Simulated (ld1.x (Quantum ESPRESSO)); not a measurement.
**What the settings do to the ultrasoft potential of W**

Base potential:

```json
{
 "Element": "tungsten (W)",
 "Generator": "ld1.x (Quantum ESPRESSO) 7.5",
 "Type": "ultrasoft",
 "Functional": "PW91",
 "Relativity": "scalar-relativistic",
 "Frozen core": "[Xe]",
 "Valence charge": "20",
 "Reference configuration": "4f14 5d4 6s0 6p0 (charge +2)",
 "Partial waves": "6s (bound, empty): rcut 2.30, rcutus 2.90 bohr; 6s channel at -0.35 Ry: rcut 2.30, rcutus 2.90 bohr; 6p (bound, empty): rcut 2.75, rcutus 3.30 bohr; 6p channel at 0.7 Ry: rcut 2.75, rcutus 3.30 bohr; 5d (bound): rcut 2.50, rcutus 2.95 bohr; 5d channel at -0.05 Ry: rcut 2.50, rcutus 2.95 bohr; 4f (bound): rcut 0.95, rcutus 1.15 bohr; 4f channel at -3.3 Ry: rcut 0.95, rcutus 1.15 bohr",
 "Local potential": "all-electron potential smoothed inside 2.55 bohr (lloc = -1)",
 "Core correction": "Bessel-smoothed model core inside 1.05 bohr",
 "Augmentation charge": "PSQ, radius 0.90 bohr"
}
```

Cutoffs, loose and tight: the cutoffs (Ry, on a coarse ladder) from which the occupation-weighted sum of valence levels, in a spherical-Bessel basis at the reference potential, stays within 10 and 1 mRy of its value at 400 Ry. They do not see the model core or the augmentation charge, which bear on the density cutoff. Test errors are all-electron minus pseudo excitation energies from the reference, over the configurations 4f14 5d4 6s2 6p0; 4f14 5d4 6s1 6p0; 4f14 5d3 6s0 6p0; 4f13 5d5 6s2 6p0; 4f14 5d2 6s0 6p0; 4f14 5d4 6s1.5 6p0; 4f14 5d5 6s0 6p0. A dash means not determined; rows that change the core or the reference have their own tests. The largest error is taken over the tests solved by every variant that gives reliable tests at all: 4f13 5d5 6s2 6p0; 4f14 5d2 6s0 6p0; 4f14 5d3 6s0 6p0; 4f14 5d4 6s1 6p0; 4f14 5d4 6s1.5 6p0; 4f14 5d4 6s2 6p0.

| change | outcome | cutoff, loose | cutoff, tight | bound ghosts | largest test error (meV) |
| --- | --- | --- | --- | --- | --- |
| base | generated | 160 Ry | 230 Ry | none | -1672 |
| core correction Bessel-smoothed model core inside 0.48 bohr | generated | 160 Ry | 230 Ry | none | -1819 |
| core correction Bessel-smoothed model core inside 0.60 bohr | generated | 160 Ry | 230 Ry | none | -1832 |
| core correction Bessel-smoothed model core inside 0.66 bohr | generated | 160 Ry | 230 Ry | none | -1823 |
| core correction Bessel-smoothed model core inside 0.82 bohr | generated | 160 Ry | 230 Ry | none | -1758 |
| core correction Bessel-smoothed model core inside 0.92 bohr | generated | 160 Ry | 230 Ry | none | -1708 |
| core correction Bessel-smoothed model core inside 1.06 bohr | generated | 160 Ry | 230 Ry | none | -1672 |
| core correction Bessel-smoothed model core inside 1.14 bohr | generated | 160 Ry | 230 Ry | none | -1666 |
| core correction Bessel-smoothed model core inside 1.26 bohr | generated | 160 Ry | 230 Ry | none | -1666 |
| core correction Bessel-smoothed model core inside 1.40 bohr | generated | 160 Ry | 230 Ry | none | -1665 |

(1) What comes out with this change to the base: core correction none?

Answers

(1) outcome: generated; cutoff, loose: 160 Ry; cutoff, tight: 230 Ry; bound ghosts: none; largest test error (meV): -1105.
